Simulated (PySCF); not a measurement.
**Computed vibrations of Er2N2**

Er2N2 (singlet in the valence; each metal's 4f electrons, 11 of them, lie in its core potential, out of spins and levels). PySCF 2.14.0, RKS BP86, Er lcecp-1-SVP with ECP57, N def2-SVP; non-relativistic Hamiltonian with scalar-relativistic core potentials where named; density fitting; no spin-orbit coupling. Central differences of gradients.

```xyz
4

Er    0.0000    0.0000    1.4999
Er    0.0000    0.0000   -1.4999
N     1.3741    0.0000    0.0000
N    -1.3741    0.0000    0.0000
```

Run from Python with OMP_NUM_THREADS=2. Where DIIS fails, smearing, a level shift and second-order steps follow.
It took 48 s on 2 threads of Arm Neoverse V1 (shared host).

(1) What are the harmonic wavenumbers and infrared intensities?

(2) Is this a minimum?

An lcecp potential fixes the number of 4f electrons, so in runs with it no electron can move into or out of that shell.

Results:

(1) Modes are labelled in D2h; negative numbers are unstable modes, those under 60 cm⁻¹ near the noise; a finer grid moves soft modes by up to 10 cm⁻¹.
```tsv
cm⁻¹	km/mol	symmetry
202	63.9	b3u
223	0.0	ag
465	0.0	b3g
540	78.9	b1u
640	0.0	ag
706	201.8	b2u
```

(2) Yes. Ideal gas at 298.15 K and 1 bar: S = 332.5 J/(mol K), Cp = 66.3 J/(mol K), H − H(0 K) = 14.6 kJ/mol (rigid rotor, harmonic modes, spin degeneracy alone, that of the 4f electrons in the core included).
